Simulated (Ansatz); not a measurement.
Calculated with Ansatz (gas phase, PBE0-D4/def2-TZVP geometries, no zero-point term in ΔE). CCSD(T)/CBS is the MP2 limit (def2-TZVPP, def2-QZVPP) plus CCSD(T) − MP2 in def2-TZVPP, frozen cores. DFT in def2-TZVPP. For Ge outer-core shells are correlated without core-valence functions, which leaves a few kJ/mol of doubt a bond. Scalar relativity is left out up to krypton. One conformer a species, not always the lowest.

Reaction (formal exchange of groups at a Ge–C bond): `[NH2][GeH2][CH2]F` + `OB(O)S` → `[NH2][GeH2][B](O)O` + `FCS`

`[NH2][GeH2][CH2]F`:

Z-matrix (Å, degrees):
```
Ge
C 1 1.981
N 1 1.838 2 113.4
H 1 1.540 2 108.2 3 -119.3
H 1 1.536 2 108.8 3 119.1
F 2 1.390 1 109.5 3 -57.8
H 2 1.094 1 111.5 3 -177.5
H 2 1.094 1 111.0 3 61.4
H 3 1.011 1 113.5 2 60.8
H 3 1.011 1 114.3 2 -64.2
```

`OB(O)S`:

```xyz
7

O     0.956    0.708    0.186
B     0.050   -0.265   -0.123
O     0.486   -1.419   -0.689
S    -1.754   -0.164    0.158
H     0.587    1.498    0.583
H     1.439   -1.420   -0.814
H    -1.765    1.063    0.699
```

`[NH2][GeH2][B](O)O`:

```xyz
11

N     1.553    0.060    1.565
Ge    0.380    0.892    0.395
B    -0.723   -0.395   -0.829
O    -1.958   -0.118   -1.342
O    -0.164   -1.593   -1.134
H     1.070   -0.519    2.240
H     2.206   -0.540    1.076
H     1.236    1.851   -0.458
H    -0.558    1.754    1.271
H    -2.313    0.733   -1.080
H    -0.729   -2.127   -1.705
```

`FCS`:

```xyz
6

F     0.107   -0.172   -1.515
C    -0.069    0.384   -0.270
S     0.806   -0.495    1.019
H    -1.138    0.414   -0.060
H     0.340    1.396   -0.281
H    -0.047   -1.528    1.108
```

```
             species  PBE0-D4 energy (Eh)
 `[NH2][GeH2][CH2]F`          -2272.92643
            `OB(O)S`           -575.19437
`[NH2][GeH2][B](O)O`          -2310.36268
               `FCS`           -537.72724
```

**Question.** Work out ΔE.

**Answer.** ΔE = (-2310.36268) + (-537.72724) − (-2272.92643) − (-575.19437) = 0.03088 Eh = +19.4 kcal/mol. CCSD(T)/CBS gives +20.2 kcal/mol.

Largest T1 diagnostic among the species: 0.012.

In def2-TZVPP, CCSD(T) changes the Hartree–Fock value by −2.1 kcal/mol (the triples alone add −0.4 kcal/mol) and MP2 by −1.0 kcal/mol. Leaving LDA and LC-ωPBE aside and taking each functional with its dispersion term where it has one, the values, not all of them listed here, spread over 3.1 kcal/mol, from PBE-D4 to BHLYP-D4. At CCSD(T), def2-SVP lies +2.3 kcal/mol from the extrapolated value and def2-TZVPP +0.4 kcal/mol.
